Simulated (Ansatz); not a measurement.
Single points on Ga6Sb5H18⁻, a cluster cut from wurtzite GaSb (hydrogen-capped).

```yaml
crystal:
  periodic: [false, false, false]
  atoms:
    - {symbol: Ga, position_ang: [0.202342, -2.612157, -2.064905]}
    - {symbol: Sb, position_ang: [-1.878325, -1.085363, -1.264837]}
    - {symbol: Sb, position_ang: [0.208490, -2.266021, 2.184416]}
    - {symbol: Ga, position_ang: [-2.140036, -1.236057, 1.371234]}
    - {symbol: Ga, position_ang: [-2.164803, 1.479255, -2.066222]}
    - {symbol: Sb, position_ang: [-1.860004, 1.312848, 2.184117]}
    - {symbol: Sb, position_ang: [2.223998, -1.083560, -1.163096]}
    - {symbol: Ga, position_ang: [2.691884, -1.371445, 1.452092]}
    - {symbol: Ga, position_ang: [2.446734, 1.415586, -2.142843]}
    - {symbol: Sb, position_ang: [0.169135, 2.468026, -1.164619]}
    - {symbol: Ga, position_ang: [0.160296, 3.010922, 1.451729]}
    - {symbol: H, position_ang: [0.148127, -3.966430, -1.229018]}
    - {symbol: H, position_ang: [0.211592, -2.634310, -3.652352]}
    - {symbol: H, position_ang: [-3.313819, -1.915986, -1.746024]}
    - {symbol: H, position_ang: [0.057874, -3.937277, 1.814938]}
    - {symbol: H, position_ang: [0.072378, -2.481543, 3.893685]}
    - {symbol: H, position_ang: [-3.387770, -1.959159, 2.032604]}
    - {symbol: H, position_ang: [-2.178953, 1.495406, -3.653609]}
    - {symbol: H, position_ang: [-3.366232, 2.108459, -1.231806]}
    - {symbol: H, position_ang: [-3.381574, 2.018978, 1.812272]}
    - {symbol: H, position_ang: [-2.116538, 1.303749, 3.893150]}
    - {symbol: H, position_ang: [3.595347, -1.911016, -1.806852]}
    - {symbol: H, position_ang: [3.661107, -2.589885, 1.768425]}
    - {symbol: H, position_ang: [2.792541, 0.000500, 2.236946]}
    - {symbol: H, position_ang: [2.323711, 1.340187, -3.725472]}
    - {symbol: H, position_ang: [3.682390, 2.130634, -1.445638]}
    - {symbol: H, position_ang: [0.134846, 4.070442, -1.805333]}
    - {symbol: H, position_ang: [1.399126, 2.405545, 2.230800]}
    - {symbol: H, position_ang: [-0.403363, 4.460874, 1.774417]}
basis:
  gaussian: {orbitals: def2-SVP, fitting: {mean_field: def2-universal-jkfit}, initial_orbitals: start.molden}
total_charge: -1
hamiltonian: {xc: pbe, dispersion: d4}
scf: {omitted_lower_state_checks: [starts]}
output: {orbitals: {seedname: orbitals}}
```

The file start.molden holds the orbitals of an earlier run on this structure, at another level or in another basis.

```sh
$ ansatz run in.yaml --threads 2 --pin off --events-out ev --progress --plain --max-ram 32768MiB --backend cuda --devices 0, --max-vram 18GiB
```

It prints (some lines left out):

```
Functional definition: PBE
3010 factors; integrals over basis functions are off by at most 3.6e-1 eV
mean field evaluation 1: about -347165.1784 eV, gradient 4.3e1 eV
mean field evaluation 2: about -347165.9245 eV, gradient 1.2e0 eV
mean field evaluation 4: about -347165.9335 eV, gradient 4.4e-2 eV
mean field -347165.93349798 eV, -12758.1127385294 hartree, gradient 4.6e-5 eV, S^2 0.000000; 0 other end points of the search recorded, 0 dependent functions left out
reference -347165.93358758 eV, -12758.1127418222 hartree; 160, 160 occupied and 252, 252 virtual orbitals, 3010 factors
Total energy: -347167.95638171 eV, -12758.1870781351 hartree
Checks for a lower state left out: starts
```

Hardware: 2 threads of AMD EPYC 7R13 on a shared host and a share (18 GiB) of an NVIDIA H100 80GB HBM3. Wall time 5.5 s, peak host memory 0.91 GiB.

The first input with `hamiltonian: {xc: {name: LC-wPBE, parameters: {omega: 0.15/bohr}}}` (abridged; 4.4 s):

```
Functional definition: LC-wPBE
mean field -347168.47519096 eV, -12758.2061440234 hartree, gradient 5.5e-5 eV, S^2 0.000000
Total energy: -347168.47519107 eV, -12758.2061440276 hartree
Checks for a lower state left out: starts
```

As the first input, with `gaussian: {orbitals: def2-TZVP, fitting: {mean_field: def2-universal-jkfit}, initial_orbitals: start.molden}`, `hamiltonian: {xc: pbe0, dispersion: d4}`, `output: {forces: true, orbitals: {seedname: orbitals}}` (abridged; 8.5 s):

```
Functional definition: PBE0
mean field -347216.60427211 eV, -12759.9748551327 hartree, gradient 1.7e-5 eV, S^2 0.000000
Total energy: -347218.44928737 eV, -12760.0426581930 hartree
Atom 0 force     0.008219     0.026276    -0.006022 eV/Å
Atom 1 force    -0.237375    -0.135455     0.017583 eV/Å
Atom 2 force    -0.115441    -0.355401     0.218807 eV/Å
Atom 3 force     0.051389     0.027204    -0.029086 eV/Å
Atom 4 force     0.027672    -0.011076    -0.005450 eV/Å
Atom 5 force    -0.365275     0.075846     0.219556 eV/Å
Atom 6 force     0.217965    -0.158219    -0.070731 eV/Å
Atom 7 force    -0.011920     0.029653    -0.007528 eV/Å
Atom 8 force    -0.023030    -0.018361     0.016429 eV/Å
Atom 9 force    -0.031475     0.268839    -0.072155 eV/Å
Atom 10 force     0.019689    -0.021633    -0.006490 eV/Å
Atom 11 force     0.000692     0.135488    -0.076654 eV/Å
Atom 12 force    -0.001700    -0.007000     0.164116 eV/Å
Atom 13 force     0.306472     0.177209     0.091450 eV/Å
Atom 14 force     0.030850     0.347823     0.073929 eV/Å
Atom 15 force     0.034484     0.070159    -0.358868 eV/Å
Atom 16 force     0.142884     0.084314    -0.074942 eV/Å
Atom 17 force    -0.006233     0.004574     0.162759 eV/Å
Atom 18 force     0.119053    -0.066478    -0.075878 eV/Å
Atom 19 force     0.316235    -0.146732     0.074254 eV/Å
Atom 20 force     0.078320    -0.005354    -0.359620 eV/Å
Atom 21 force    -0.284671     0.174422     0.127746 eV/Å
Atom 22 force    -0.104321     0.122724    -0.034511 eV/Å
Atom 23 force    -0.001979    -0.152825    -0.085018 eV/Å
Atom 24 force     0.015140     0.011649     0.161049 eV/Å
Atom 25 force    -0.115824    -0.065925    -0.071995 eV/Å
Atom 26 force     0.010436    -0.332753     0.127107 eV/Å
Atom 27 force    -0.133481     0.073568    -0.083300 eV/Å
Atom 28 force     0.053224    -0.152535    -0.036536 eV/Å
Dipole moment:    -0.477561    -0.271858     0.715984 e Å
Checks for a lower state left out: starts
```

As the first input, with `gaussian: {orbitals: def2-TZVP, fitting: {mean_field: def2-universal-jkfit}, initial_orbitals: start.molden}`, `hamiltonian: {xc: {name: B3LYP}, dispersion: d4}` (abridged; 5.5 s):

```
Functional definition: B3LYP
mean field -347276.37942252 eV, -12762.1715513934 hartree, gradient 2.3e-5 eV, S^2 0.000000
Total energy: -347279.68769242 eV, -12762.2931280694 hartree
Checks for a lower state left out: starts
```

The first input with `gaussian: {orbitals: def2-SVP, initial_orbitals: start.molden}`, `correlation: {method: mp2}` and without the key `hamiltonian` (abridged; 7.5 s):

```
Functional definition: HF
mean field -346807.28971426 eV, -12744.9328225750 hartree, gradient 5.0e-6 eV, S^2 0.000000
74 core orbitals not correlated: weight in the atoms' cores, before any rotation towards them, 1.000 or more for the frozen orbitals, at most 0.000 for the correlated occupied ones
second order -54.19724834 eV of doubles, -0.00000000 eV of singles
Total energy: -346861.48696259 eV, -12746.9245347151 hartree
Checks for a lower state left out: starts
```

Geometry: PBE-D4/def2-SVP.

In the def2 sets Sb takes a core potential; there is no spin–orbit coupling. B3LYP takes the VWN-RPA correlation. Correlated methods freeze 74 core orbitals; core or outer-core shells of Ga, Sb are correlated, in sets that lack core-valence functions. Single mean-field runs in def2-SVP, def2-TZVP are fitted with def2-universal-jkfit.
